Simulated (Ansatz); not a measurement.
(FAlNH)4 cubane (Al₄N₄F₄H₄), relaxed as a singlet with RKS PBE-D4/def2-SVP in Ansatz, starting from the GFN2-xTB geometry. Force threshold 0.03 eV/Å.

Start:

```
atom    x (Å)    y (Å)    z (Å)
 Al1   0.8538  -1.3627   0.2702
  F2   1.7129  -2.7304   0.5443
  N3  -0.8072  -0.9573   1.1732
 Al4  -0.1342   0.8417   1.3904
  F5  -0.2708   1.6882   2.7864
  N6   1.5648   0.4099   0.5745
 Al7   0.7675   0.9102  -1.1141
  F8   1.5369   1.8239  -2.2354
  N9   0.1417  -0.8865  -1.4628
Al10  -1.4863  -0.3888  -0.5457
 F11  -2.9798  -0.7811  -1.0931
 N12  -0.8984   1.4339  -0.2845
 H13  -1.2873  -1.5253   1.8653
 H14   2.4911   0.6521   0.9140
 H15   0.2260  -1.4104  -2.3292
 H16  -1.4308   2.2826  -0.4534
```

(1) Estimate the energy that the relaxation releases and the steps that it takes.

(2) Does the start keep its bonding and symmetry?

(3) Predict the relaxed structure.

Answers

(1) 6.4 kcal/mol, in 4 steps; 13 s on 2 threads of AMD EPYC 7R13 on a shared host and a share (18 GiB) of an NVIDIA H100 80GB HBM3. No frequencies were taken in this run, so the end may be a saddle point.

(2) By distances, no bond broke or formed. The bond that changes most is Al1–F2, from 1.64 to 1.68 Å (atoms count from 1). Point group Td at the start, Td at the end, both within 0.05 Å.

(3) 
```xyz
16

Al    0.875   -1.396    0.277
F     1.754   -2.799    0.556
N    -0.789   -0.936    1.147
Al   -0.138    0.863    1.425
F    -0.277    1.730    2.855
N     1.529    0.401    0.562
Al    0.786    0.933   -1.142
F     1.576    1.869   -2.290
N     0.139   -0.866   -1.430
Al   -1.523   -0.399   -0.559
F    -3.053   -0.800   -1.121
N    -0.879    1.402   -0.278
H    -1.272   -1.508    1.847
H     2.463    0.645    0.905
H     0.223   -1.395   -2.303
H    -1.415    2.258   -0.448
```
Bond lengths (bridged metal pairs left out): 12 × Al–N 1.93 Å; 4 × Al–F 1.68 Å; 4 × H–N 1.02 Å.
